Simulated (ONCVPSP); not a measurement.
# Reading a pseudo-wave (Ho)

Columns: radius, all-electron u(r) and pseudo u(r) of the 5p shell (level -25.50 eV) of holmium in the configuration [Kr] 4d10 4f11 5s2 5p6 5d0.5 6s1.5; PBE, scalar-relativistic, ONCV scheme, ONCVPSP 4.0.1.

```tsv
r (bohr)	all-electron	pseudo
0.198	0.2636	0.0502
0.395	-0.4446	0.1886
0.593	-0.1949	0.3844
0.790	0.3628	0.5907
0.988	0.7470	0.7638
1.185	0.9102	0.8669
1.383	0.9225	0.8886
1.580	0.8516	0.8394
1.778	0.7441	0.7427
1.975	0.6286	0.6285
2.173	0.5185	0.5184
2.370	0.4214	0.4213
2.568	0.3383	0.3382
2.765	0.2697	0.2696
2.963	0.2134	0.2134
3.160	0.1684	0.1684
3.358	0.1323	0.1323
3.555	0.1038	0.1038
3.753	0.0811	0.0811
3.950	0.0634	0.0633
4.148	0.0493	0.0493
4.345	0.0384	0.0384
4.542	0.0298	0.0298
4.740	0.0231	0.0231
4.938	0.0179	0.0179
5.135	0.0138	0.0138
```

Problem. How many radial nodes do the two functions have?

Solution. The all-electron 5p function has n − l − 1 = 3 (the table is too coarse to show those close to the nucleus); the pseudo-wave has 0, since the states of the same l below it are removed with the core.

Problem. At about which radius was the pseudo-wave matched?

Solution. 2.00 bohr, where the columns begin to agree (steps of 0.20 bohr).

Problem. Where does each function peak?

Solution. Outermost all-electron maximum near 1.38 bohr, pseudo maximum near 1.38 bohr (to the table’s step).

Problem. Is the pseudo-wave norm-conserving?

Solution. Yes: the ONCV scheme keeps the norm inside the radius equal to the all-electron one, which fixes the energy derivative of the logarithmic derivative at the level.
